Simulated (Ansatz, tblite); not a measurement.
Removing an electron: [closo-1,2-(F)2B6H4]2- (B6H4F2²⁻). Charge -2, multiplicity 1. Geometry: PBE-D4/def2-SVPD. Ansatz, gas phase; energy differences of separate SCF runs; the oxidised species was run as a doublet alone.

Cartesian coordinates in Å:
```
B 0.488 1.068 0.274
B -0.829 0.123 0.922
B 0.757 -0.583 0.736
B -0.530 -1.088 -0.307
B -0.800 0.569 -0.771
B 0.792 -0.137 -0.952
F 1.095 2.326 0.625
H -1.625 0.253 1.853
F 1.678 -1.244 1.624
H -1.043 -2.163 -0.602
H -1.582 1.139 -1.527
H 1.599 -0.264 -1.874
```

The xTB rows come from tblite. A multiply charged anion in the gas phase is held together partly by the finite basis. Removing one electron lowers the energy by 1.43 eV at PBE0-D4/def2-TZVPD, so it isn't bound.

```json
{"level": "GFN1-xTB", "−HOMO (eV)": "-0.33", "vertical IE (eV)": "2.63", "−LUMO (eV)": "-7.16", "HOMO–LUMO gap (eV)": "6.83", "remarks": "–"}
{"level": "GFN2-xTB", "−HOMO (eV)": "-2.47", "vertical IE (eV)": "0.68", "−LUMO (eV)": "-8.48", "HOMO–LUMO gap (eV)": "6.01", "remarks": "–"}
{"level": "PBE-D4/def2-TZVPD", "−HOMO (eV)": "-4.12", "vertical IE (eV)": "-1.50", "−LUMO (eV)": "-6.03", "HOMO–LUMO gap (eV)": "1.92", "remarks": "HOMO above zero (-2 singlet)"}
{"level": "BLYP-D4/def2-TZVPD", "−HOMO (eV)": "-4.29", "vertical IE (eV)": "-1.62", "−LUMO (eV)": "-6.07", "HOMO–LUMO gap (eV)": "1.78", "remarks": "HOMO above zero (-2 singlet)"}
{"level": "PBE0-D4/def2-TZVPD", "−HOMO (eV)": "-3.15", "vertical IE (eV)": "-1.43", "−LUMO (eV)": "-6.39", "HOMO–LUMO gap (eV)": "3.24", "remarks": "HOMO above zero (-2 singlet)"}
```

Relaxing the oxidised species (PBE-D4/def2-SVPD) changes its energy by -0.30 eV at PBE-D4/def2-TZVPD, so the adiabatic ionisation energy to this nearest minimum is -1.79 eV. At PBE0-D4/def2-TZVPD it is -1.79 eV.    A HOMO above zero means that the electron is unbound at that level or that self-interaction error raises the level; the energy of removing that electron tells which. Raw xTB energy differences between charge states are shifted by several eV; the methods need an empirical correction for them.
